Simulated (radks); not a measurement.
The chromium ion Cr2+ inside a hard spherical wall (all orbitals vanish at R), configuration held at [Ar] 3d4 and not refilled when levels cross. Calculated with a radial shooting solver on a logarithmic mesh with Libxc functionals: non-relativistic Kohn-Sham, PBE, spin-polarised, spherical densities, point nucleus; open shells are filled with parallel spins first. Eigenvalues in eV for spin up, with the zero of energy where the potential of the charges vanishes at infinity; a dash marks a level that is unbound or too diffuse for the functional's potential to be trusted. A positive occupied level is held by the wall or, in an anion where self-interaction has pushed it up, behind a barrier. The pressure on the wall is -dE/dV.

[
 {"R (bohr)": "free", "E (hartree)": "-1043.32602", "kinetic (hartree)": "1042.485", "e(2p)": "-580.36", "e(3s)": "-95.105", "e(3p)": "-67.551", "e(3d)": "-24.307", "e(4s, empty)": "-19.016", "e(4p, empty)": "-13.842", "pressure (GPa)": "0"},
 {"R (bohr)": "20", "E (hartree)": "-1043.32602", "kinetic (hartree)": "1042.485", "e(2p)": "-580.36", "e(3s)": "-95.105", "e(3p)": "-67.551", "e(3d)": "-24.307", "e(4s, empty)": "-19.016", "e(4p, empty)": "-13.842", "pressure (GPa)": "< 0.0001"},
 {"R (bohr)": "15", "E (hartree)": "-1043.32602", "kinetic (hartree)": "1042.485", "e(2p)": "-580.36", "e(3s)": "-95.105", "e(3p)": "-67.551", "e(3d)": "-24.307", "e(4s, empty)": "-19.016", "e(4p, empty)": "-13.842", "pressure (GPa)": "< 0.0001"},
 {"R (bohr)": "7", "E (hartree)": "-1043.32599", "kinetic (hartree)": "1042.485", "e(2p)": "-580.35", "e(3s)": "-95.102", "e(3p)": "-67.549", "e(3d)": "-24.304", "e(4s, empty)": "-18.991", "e(4p, empty)": "-13.729", "pressure (GPa)": "0.00300"},
 {"R (bohr)": "6", "E (hartree)": "-1043.32575", "kinetic (hartree)": "1042.488", "e(2p)": "-580.33", "e(3s)": "-95.085", "e(3p)": "-67.532", "e(3d)": "-24.288", "e(4s, empty)": "-18.872", "e(4p, empty)": "-13.401", "pressure (GPa)": "0.0382"},
 {"R (bohr)": "4", "E (hartree)": "-1043.30650", "kinetic (hartree)": "1042.627", "e(2p)": "-579.48", "e(3s)": "-94.414", "e(3p)": "-66.881", "e(3d)": "-23.585", "e(4s, empty)": "-15.594", "e(4p, empty)": "-8.167", "pressure (GPa)": "6.00"},
 {"R (bohr)": "3.5", "E (hartree)": "-1043.26986", "kinetic (hartree)": "1042.845", "e(2p)": "-578.38", "e(3s)": "-93.600", "e(3p)": "-66.089", "e(3d)": "-22.659", "e(4s, empty)": "-11.731", "e(4p, empty)": "-3.032", "pressure (GPa)": "23.0"},
 {"R (bohr)": "3", "E (hartree)": "-1043.15729", "kinetic (hartree)": "1043.462", "e(2p)": "-575.92", "e(3s)": "-91.868", "e(3p)": "-64.374", "e(3d)": "-20.543", "e(4s, empty)": "-3.207", "e(4p, empty)": "7.397", "pressure (GPa)": "100"},
 {"R (bohr)": "2", "E (hartree)": "-1041.10065", "kinetic (hartree)": "1053.287", "e(2p)": "-553.35", "e(3s)": "-76.822", "e(3p)": "-48.405", "e(3d)": "-1.056", "e(4s, empty)": "70.053", "e(4p, empty)": "86.042", "pressure (GPa)": "3830"}
]
